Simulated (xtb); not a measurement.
xtb input (GFN1-xTB):

```bash
xtb mol.xyz --gfn 1 --opt tight --chrg 0 --uhf 0
```
mol.xyz:
```
13

B      0.00294040    -0.00133337     0.00410137
C      1.53003665    -0.27155343    -0.24603334
C     -0.53645449     1.47330395     0.06421031
C     -0.99216009    -1.20294843     0.18365569
H      1.77655645     0.06856507    -1.26107031
H      1.83648543    -1.31597171    -0.16580652
H      2.15891229     0.33393360     0.41465664
H      0.23012744     2.24974902     0.08548387
H     -1.20888253     1.61864053     0.91625848
H     -1.16218604     1.64687369    -0.82143973
H     -2.05041905    -0.94231810     0.12205085
H     -0.78433510    -2.02503083    -0.50759852
H     -0.81949333    -1.62058683     1.18596252
```

End of the output:

```
     2   6 C        5   1 H                                       1.0924190
     2   6 C        6   1 H                                       1.0896892
     2   6 C        7   1 H                                       1.0911728
Note: The following floating-point exceptions are signalling: IEEE_DENORMAL
normal termination of xtb
     3   6 C        8   1 H                                       1.0896718 (min)
     3   6 C        9   1 H                                       1.0910950
     3   6 C       10   1 H                                       1.0925000
     4   6 C       11   1 H                                       1.0897807
     4   6 C       12   1 H                                       1.0907751
     4   6 C       13   1 H                                       1.0927861

 * 2 distinct bonds (by element types)

   Z      Z             #   av. dist./Å        max./Å        min./Å
   1 H    6 C           9     1.0910988     1.0927861     1.0896718
   5 B    6 C           3     1.5748003     1.5750110     1.5746406

optimized geometry written to: xtbopt.xyz

           -------------------------------------------------
          | TOTAL ENERGY              -12.636395812406 Eh   |
          | GRADIENT NORM               0.000285569825 Eh/α |
          | HOMO-LUMO GAP               5.351225420193 eV   |
           -------------------------------------------------

------------------------------------------------------------------------
------------------------------------------------------------------------
 total:
 SCF:
 ANC optimizer:
```
